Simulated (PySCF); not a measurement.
## A run with a changed setting

The sound run of [Ce(H2S)2]3+ (singlet in the valence; each metal's 4f electrons, 1 of them, lie in its core potential, out of spins and levels) uses PySCF 2.14.0, RKS PBE0, Ce lcecp-1-SVP with ECP47, S def2-SVP, H def2-SVP; non-relativistic Hamiltonian with scalar-relativistic core potentials where named; density fitting; no spin-orbit coupling, grid (50, 194), threshold 1e-8 and 55 cycles at the relaxed geometry. This run differs:

```python
mol = gto.M(atom='''
Ce     1.39256    -0.00000     0.00000
S     -0.40420     0.13541     2.30489
H      0.33770     0.20251     3.45439
H     -0.95400     1.38703     2.38563
S     -0.40420    -0.13541    -2.30489
H      0.33770    -0.20251    -3.45439
H     -0.95400    -1.38703    -2.38563''',
    basis={'Ce': 'lcecp-1-SVP', 'S': 'def2-SVP', 'H': 'def2-SVP'},
    ecp={'Ce': 'lcecp-1-SVP'},
    charge=3, spin=0)
mf = dft.RKS(mol, xc='PBE0')
mf.grids.atom_grid = (50, 194)  # f atoms: unpruned, at least (60, 302)
mf = mf.density_fit()  # fitting sets: Ce AutoAux, S def2-universal-JKFIT, H def2-universal-JKFIT
mf.conv_tol = 1e-08; mf.max_cycle = 88
mf.kernel(mf.get_init_guess(key='1e'))
mf.nuc_grad_method().kernel()
```

Q: What was changed, and how did it end?

A: The start was changed to the bare core Hamiltonian. It converged in 12 cycles, 0.000 eV from the sound run, largest force component 0.00 eV/Å. The cycle limit differs too. No harm here: the result survives it.
```
init E= -780.515063440038
cycle= 1 E= -776.471532391316  delta_E= 4.04  |g|= 6.14  |ddm|= 22.7
cycle= 2 E= -792.916710169516  delta_E= -16.4  |g|= 5.38  |ddm|= 16.2
cycle= 3 E= -828.010752457794  delta_E= -35.1  |g|= 2.02  |ddm|= 12.3
cycle= 4 E= -829.194594642634  delta_E= -1.18  |g|= 0.569  |ddm|=  3.1
cycle= 5 E= -829.281214162677  delta_E= -0.0866  |g|= 0.193  |ddm|= 0.868
...
cycle= 10 E= -829.298249948894  delta_E= -3.37e-07  |g|= 0.00031  |ddm|= 0.00128
cycle= 11 E= -829.298249996228  delta_E= -4.73e-08  |g|= 2.14e-05  |ddm|= 0.00081
cycle= 12 E= -829.298249996449  delta_E= -2.21e-10  |g|= 6.86e-06  |ddm|= 4.8e-05
Extra cycle  E= -829.298249996443  delta_E= 6.03e-12  |g|= 7.01e-06  |ddm|= 2.59e-05
converged SCF energy = -829.298249996443
```

Run from Python with OMP_NUM_THREADS=2; the lines above give its settings.
It took 2.9 s on 2 threads of Arm Neoverse V2, on a shared host.

A frequency check found unstable modes (1, the lowest at -49 cm⁻¹), so the relaxed geometry is probably a saddle point. An lcecp potential fixes the number of 4f electrons, so in runs with it no electron can move into or out of that shell.
